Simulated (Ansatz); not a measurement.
`O=C1[SiH2]S1`, relaxed with RKS PBE-D4/def2-SVP in Ansatz from a rough embedded geometry. The force threshold is 0.03 eV/Å; the program also tests the step.

The species carries charge 0 and has multiplicity 1.

Start:

```xyz
6

O    -1.696    0.425   -1.249
C    -0.623   -0.021   -0.776
Si    0.194    0.329    0.690
S     0.474   -1.145   -1.174
H     0.165   -0.678    1.818
H     1.487    1.089    0.691
```

(1) By how much does the energy fall, and how many steps does the optimiser take? (An estimate is asked.)

(2) Which bonds change most? (An estimate is asked.)

(3) Give the relaxed structure. (Best estimate.)

Results:

(1) The calculation gave: 29.90 kcal/mol, in 8 steps, 1 of them rejected.

(2) Ansatz gave: C2–S4 from 1.620 to 1.889 Å; Si3–S4 from 2.392 to 2.167 Å; C2–Si3 from 1.714 to 1.865 Å; O1–C2 from 1.255 to 1.195 Å.

(3) Ansatz gave: 
```xyz
6

O    -1.782    0.442   -1.353
C    -0.800    0.093   -0.768
Si    0.453    0.065    0.613
S     0.546   -1.172   -1.163
H     0.129   -0.600    1.918
H     1.454    1.172    0.753
```
